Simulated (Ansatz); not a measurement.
Geometry optimisation, RKS B3LYP-D4/6-31G* (Ansatz).

Input:

```yaml
crystal:
  periodic: [false, false, false]
  atoms:
    - { symbol: B, position_ang: [0.06149, 0.40952, -0.420376] }
    - { symbol: O, position_ang: [-0.013784, -0.073676, 2.136157] }
    - { symbol: H, position_ang: [-0.956779, -0.30096, 2.177123] }
    - { symbol: H, position_ang: [1.056211, -0.152802, -0.742242] }
    - { symbol: F, position_ang: [-1.131634, -0.120486, -0.639996] }
    - { symbol: F, position_ang: [0.100042, 1.653764, 0.043234] }
    - { symbol: H, position_ang: [-0.014545, 0.90684, 2.029201] }
basis:
  gaussian: { orbitals: "6-31G*" }
hamiltonian:
  xc: b3lyp
  dispersion: d4
relax:
  f_tol: 0.03
  max_steps: 50
```

Launched with:

```bash
$ ansatz run input.yaml --threads 1 --pin off --max-ram 2048MiB --backend cpu --events-out ev --progress --plain --runs-dir out
```

Task: Where does it end, and by what steps?

Result: The forces met the threshold. After 7 steps the energy has fallen by 0.141 eV; O2 moved furthest, 0.42 Å.

```csv
step,energy less start (eV),largest force component (eV/Å),accepted
0,0.0000,0.755,yes
1,-0.0135,1.620,yes
2,-0.0297,1.771,yes
3,-0.1118,0.924,yes
4,-0.1165,0.649,yes
5,-0.1347,0.163,yes
6,-0.1399,0.070,yes
7,-0.1409,0.017,yes
```

```xyz
7
Properties=species:S:1:pos:R:3
B 0.034 0.384 -0.150
O 0.019 0.005 1.727
H -0.876 -0.353 1.862
H 1.009 -0.217 -0.483
F -1.186 -0.126 -0.441
F 0.096 1.734 -0.055
H 0.005 0.895 2.122
```

Whether the end is a true minimum wasn't checked by a vibrational analysis.

Run time: 17 s on 1 thread of Arm Neoverse V1, on a shared host, peak memory 0.13 GiB.
